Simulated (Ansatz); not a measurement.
A CCSD(T) single point on I4Sn, SMILES `[I][Sn]([I])([I])[I]`.

```yaml
crystal:
  periodic: [false, false, false]
  atoms:
    - {symbol: I, position_ang: [-1.249500, 0.004650, 2.338681]}
    - {symbol: Sn, position_ang: [0.009960, -0.014744, -0.008303]}
    - {symbol: I, position_ang: [2.271346, -1.405369, 0.209047]}
    - {symbol: I, position_ang: [-1.553527, -1.143716, -1.845659]}
    - {symbol: I, position_ang: [0.571521, 2.485480, -0.735265]}
basis:
  gaussian: {orbitals: def2-TZVPP}
correlation: {method: ccsd_t}
output: {orbitals: {seedname: orbitals}}
```

```sh
$ ansatz run in.yaml --threads 2 --pin off --events-out ev --progress --plain --max-ram 22528MiB --backend cuda --devices 0, --max-vram 18GiB
```

The program prints (abridged):

```
Functional definition: HF
2402 factors; integrals over basis functions are off by at most 2.9e-4 eV
mean field evaluation 1: about -38099.3226 eV, gradient 2.2e1 eV
mean field evaluation 2: about -38099.5385 eV, gradient 2.3e1 eV
mean field evaluation 4: about -38101.3152 eV, gradient 2.6e0 eV
mean field evaluation 8: about -38101.3625 eV, gradient 2.8e-1 eV
mean field -38101.36297034 eV, -1400.1992631286 hartree, gradient 2.5e-6 eV, S^2 0.000000; 0 other end points of the search recorded, 0 dependent functions left out
20 core orbitals not correlated: weight in the atoms' cores, before any rotation towards them, 1.000 or more for the frozen orbitals, at most 0.000 for the correlated occupied ones
reference -38101.36297034 eV, -1400.1992631286 hartree; 41, 41 occupied and 189, 189 virtual orbitals, 2402 factors
second order -62.30469812 eV of doubles, -0.00000000 eV of singles
cycle   1  -57.06559165 eV  change     5.2e0 eV  update   1.6e-1
cycle   2  -58.50766587 eV  change    -1.4e0 eV  update   4.3e-2
cycle   3  -58.68389220 eV  change   -1.8e-1 eV  update   1.9e-2
cycle   4  -58.61253022 eV  change    7.1e-2 eV  update   4.6e-3
cycle   5  -58.60848930 eV  change    4.0e-3 eV  update   2.2e-3
cycle   6  -58.61114077 eV  change   -2.7e-3 eV  update   4.7e-4
cycle   7  -58.61078652 eV  change    3.5e-4 eV  update   1.8e-4
cycle   8  -58.61056190 eV  change    2.2e-4 eV  update   4.4e-5
cycle   9  -58.61059897 eV  change   -3.7e-5 eV  update   2.5e-5
perturbative correction -1.44249714 eV, -0.0530107922 hartree
Total energy: -38161.41606645 eV, -1402.4061737051 hartree
```

It took 16 s on 2 threads of an AMD EPYC 7R13 on a shared host and a share of an NVIDIA H100 80 GB, with 0.84 GiB of host memory at the peak.

The correlation energy is -60.053 eV, 2.4 % of it from (T); the T1 diagnostic reads 0.0091.
